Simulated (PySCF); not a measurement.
Reaction (SMILES): N#P (N-P) + H+ → [NH+]#P
B3LYP-D3(BJ)/def2-TZVP geometries, fixed; electronic energies without zero-point terms; positive where energy is released.

Basis-set convergence of the proton affinity at PBE with PySCF. All functions are spherical. Density fitting with generated auxiliary sets. The proton sits at the site shown, which need not be the one that binds it best. No added dispersion term, no relativity. Functions are those of the species that has most. Reference: the value in aug-pcseg-3, 195.47 kcal/mol, itself unsure by roughly 0.07 kcal/mol (its mean distance from aug-cc-pV(Q+d)Z, cc-pV(5+d)Z, def2-QZVPPD). Deviations are taken from unrounded values. Cost is core time over that of pcseg-2, rough, on shared machines of one kind; a dash marks a row that isn't timed (too short, read off another run, short of memory, by another algorithm or on other hardware).

| basis | functions | cost |
|---|---|---|
| pcseg-1 | 37 | - |
| aug-pcseg-1 | 59 | 0.7× |
| pcseg-2 | 78 | 1× |
| aug-pcseg-2 | 119 | 2× |
| pcseg-3 | 157 | 3× |
| aug-pcseg-3 | 223 | 7× |

Task: Which is the smallest pcseg set listed that can be trusted to 2 kcal/mol here, that is, within that of the reference together with its larger relatives (same family, alike in diffuse functions; a set with none to test it counts only in the reference's own line)?

Result: The smallest set listed that lies within 2 kcal/mol of the reference with all its larger relatives (same family, alike in diffuse functions; a set with none counts only in the reference's own line) is pcseg-2 (78 functions, 1× in cost, 0.27 kcal/mol off). Value minus reference: pcseg-1 -3.63, aug-pcseg-1 -5.32, pcseg-2 0.27, aug-pcseg-2 -0.32, pcseg-3 0.20, aug-pcseg-3 0.00 kcal/mol.
